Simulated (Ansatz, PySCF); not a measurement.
HO4S, SMILES O=S(=O)(O)[O] (connectivity only; charge and spin as stated), charge -1, multiplicity 1. Atoms are numbered in the order given.

```xyz
6

O     -0.8384     1.3030    -0.0982
S     -0.1738    -0.0038     0.0427
O      0.1073    -0.4184     1.4409
O     -0.7109    -1.0645    -0.8265
O      1.3873     0.2622    -0.5500
H      1.9371     0.0611     0.2154
```
Charge -1, spin multiplicity 1.

Geometry optimised at PBE0-D3(BJ)/def2-SVPD. The spin state was assumed, not searched. The isomer is the one that the SMILES or the coordinates give; other isomers of the formula were not compared. Other conformers were not sampled.

Two levels are set side by side: PBE-D3(BJ)/def2-SVPD (Ansatz, an electronic-structure program) and PBE0-D3(BJ)/def2-SVPD (Ansatz). Each level has its own optimised geometry; the coordinates shown are those of the second. Frequencies come from the Hessian of PySCF at each geometry. Differences are taken from unrounded values.

| quantity | PBE0-D3(BJ) |
|---|---|
| mean bond length (Å) | 1.417 |
| bond O1–S2 (Å) | 1.473 |
| bond S2–O3 (Å) | 1.485 |
| bond S2–O4 (Å) | 1.473 |
| bond S2–O5 (Å) | 1.691 |
| bond O5–H6 (Å) | 0.964 |
| highest harmonic wavenumber (cm⁻¹) | 3883 |
| mean harmonic wavenumber (cm⁻¹) | 971 |
| zero-point energy (kcal/mol) | 16.66 |

What does PBE-D3(BJ) give, and how far is it from PBE0-D3(BJ)? (Estimate from the structure and the level; the computed values follow.)


| quantity | PBE-D3(BJ) | PBE-D3(BJ) minus PBE0-D3(BJ) |
|---|---|---|
| mean bond length (Å) | 1.445 | 0.028 |
| bond O1–S2 (Å) | 1.496 | 0.023 |
| bond S2–O3 (Å) | 1.509 | 0.024 |
| bond S2–O4 (Å) | 1.496 | 0.023 |
| bond S2–O5 (Å) | 1.746 | 0.055 |
| bond O5–H6 (Å) | 0.976 | 0.012 |
| highest harmonic wavenumber (cm⁻¹) | 3706 | -177 |
| mean harmonic wavenumber (cm⁻¹) | 910 | -61 |
| zero-point energy (kcal/mol) | 15.61 | -1.05 |

Exact exchange shortens and stiffens bonds; PBE has none. Differences between two approximate levels are no errors against the true value.
